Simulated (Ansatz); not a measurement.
Consider the redistribution: `S[SiH2]BCl` + `[CH3][In]([NH2])[NH2]` → `CB[SiH2]S` + `[NH2][In]([NH2])[Cl]`.

Isolated molecules relaxed with PBE0-D4/def2-TZVP in Ansatz; ΔE leaves out vibrations. CCSD(T)/CBS is the MP2 limit (def2-TZVPP, def2-QZVPP) plus CCSD(T) − MP2 in def2-TZVPP, frozen cores. DFT in def2-TZVPP. B3LYP here is the variant with VWN-RPA as its local correlation; programs differ in this. HSE06 is defined as in plane-wave codes. def2 core potentials past Kr. For In outer-core shells are correlated without core-valence functions, which leaves a few kJ/mol of doubt a bond. Each species was taken in one conformer, which may not be the lowest.

```json
{"level": "LDA (SPW92)", "ΔE (kJ/mol)": "-41.2", "difference from CCSD(T)/CBS": "6.7"}
{"level": "PBE-D4", "ΔE (kJ/mol)": "-45.1", "difference from CCSD(T)/CBS": "2.8"}
{"level": "revPBE-D4", "ΔE (kJ/mol)": "-46.1", "difference from CCSD(T)/CBS": "1.8"}
{"level": "BLYP-D4", "ΔE (kJ/mol)": "-46.0", "difference from CCSD(T)/CBS": "1.9"}
{"level": "r2SCAN-D4", "ΔE (kJ/mol)": "-53.3", "difference from CCSD(T)/CBS": "-5.4"}
{"level": "PBE0-D4", "ΔE (kJ/mol)": "-52.5", "difference from CCSD(T)/CBS": "-4.6"}
{"level": "B3LYP-D4", "ΔE (kJ/mol)": "-51.9", "difference from CCSD(T)/CBS": "-4.0"}
{"level": "r2SCAN0-D4", "ΔE (kJ/mol)": "-56.5", "difference from CCSD(T)/CBS": "-8.6"}
{"level": "HSE06-D4", "ΔE (kJ/mol)": "-52.5", "difference from CCSD(T)/CBS": "-4.6"}
{"level": "BHLYP-D4", "ΔE (kJ/mol)": "-60.5", "difference from CCSD(T)/CBS": "-12.6"}
{"level": "CAM-B3LYP-D4", "ΔE (kJ/mol)": "-54.1", "difference from CCSD(T)/CBS": "-6.2"}
{"level": "ωB97X-V", "ΔE (kJ/mol)": "-55.2", "difference from CCSD(T)/CBS": "-7.3"}
{"level": "ωB97M-V", "ΔE (kJ/mol)": "-51.9", "difference from CCSD(T)/CBS": "-4.0"}
{"level": "B2PLYP", "ΔE (kJ/mol)": "-49.5", "difference from CCSD(T)/CBS": "-1.6"}
{"level": "PBE-QIDH", "ΔE (kJ/mol)": "-51.9", "difference from CCSD(T)/CBS": "-4.0"}
{"level": "PBE", "ΔE (kJ/mol)": "-45.2", "difference from CCSD(T)/CBS": "2.7"}
{"level": "BLYP", "ΔE (kJ/mol)": "-46.5", "difference from CCSD(T)/CBS": "1.4"}
{"level": "r2SCAN", "ΔE (kJ/mol)": "-53.3", "difference from CCSD(T)/CBS": "-5.4"}
{"level": "PBE0", "ΔE (kJ/mol)": "-52.6", "difference from CCSD(T)/CBS": "-4.7"}
{"level": "B3LYP", "ΔE (kJ/mol)": "-52.3", "difference from CCSD(T)/CBS": "-4.4"}
{"level": "r2SCANh", "ΔE (kJ/mol)": "-54.6", "difference from CCSD(T)/CBS": "-6.7"}
{"level": "r2SCAN0", "ΔE (kJ/mol)": "-56.5", "difference from CCSD(T)/CBS": "-8.6"}
{"level": "HSE06", "ΔE (kJ/mol)": "-52.6", "difference from CCSD(T)/CBS": "-4.7"}
{"level": "BHLYP", "ΔE (kJ/mol)": "-60.8", "difference from CCSD(T)/CBS": "-12.9"}
{"level": "CAM-B3LYP", "ΔE (kJ/mol)": "-54.3", "difference from CCSD(T)/CBS": "-6.4"}
{"level": "LC-ωPBE", "ΔE (kJ/mol)": "-54.8", "difference from CCSD(T)/CBS": "-6.9"}
{"level": "RPA@PBE/def2-TZVPP", "ΔE (kJ/mol)": "-39.3", "difference from CCSD(T)/CBS": "8.6"}
{"level": "HF/def2-SVP", "ΔE (kJ/mol)": "-78.0", "difference from CCSD(T)/CBS": "-30.1"}
{"level": "MP2/def2-SVP", "ΔE (kJ/mol)": "-49.8", "difference from CCSD(T)/CBS": "-1.9"}
{"level": "CCSD/def2-SVP", "ΔE (kJ/mol)": "-52.5", "difference from CCSD(T)/CBS": "-4.6"}
{"level": "CCSD(T)/def2-SVP", "ΔE (kJ/mol)": "-48.2", "difference from CCSD(T)/CBS": "-0.3"}
{"level": "HF/def2-TZVPP", "ΔE (kJ/mol)": "-74.8", "difference from CCSD(T)/CBS": "-26.9"}
{"level": "MP2/def2-TZVPP", "ΔE (kJ/mol)": "-41.4", "difference from CCSD(T)/CBS": "6.5"}
{"level": "SCS-MP2/def2-TZVPP", "ΔE (kJ/mol)": "-45.2", "difference from CCSD(T)/CBS": "2.7"}
{"level": "CCSD/def2-TZVPP", "ΔE (kJ/mol)": "-49.1", "difference from CCSD(T)/CBS": "-1.2"}
{"level": "CCSD(T)/def2-TZVPP", "ΔE (kJ/mol)": "-44.9", "difference from CCSD(T)/CBS": "3.0"}
{"level": "HF/def2-QZVPP", "ΔE (kJ/mol)": "-74.5", "difference from CCSD(T)/CBS": "-26.6"}
{"level": "MP2/def2-QZVPP", "ΔE (kJ/mol)": "-43.0", "difference from CCSD(T)/CBS": "4.9"}
{"level": "HF/CBS(def2)", "ΔE (kJ/mol)": "-74.4", "difference from CCSD(T)/CBS": "-26.5"}
{"level": "MP2/CBS(def2)", "ΔE (kJ/mol)": "-44.3", "difference from CCSD(T)/CBS": "3.6"}
{"level": "CCSD(T)/CBS", "ΔE (kJ/mol)": "-47.9", "difference from CCSD(T)/CBS": "0"}
```

Largest T1 diagnostic among the species: 0.014.

In def2-TZVPP, CCSD(T) changes the Hartree–Fock value by +29.9 kJ/mol (the triples alone add +4.2 kJ/mol) and MP2 by +33.4 kJ/mol. From r2SCAN to r2SCAN0 (25 % exact exchange), in def2-TZVPP and without D4, ΔE moves by −3.2 kJ/mol. Leaving LDA and LC-ωPBE aside and taking each functional with its dispersion term where it has one, the values, not all of them listed here, spread over 18.5 kJ/mol, from B97M-V to PBE-D4. LDA lies +4.0 kJ/mol from PBE without D4.
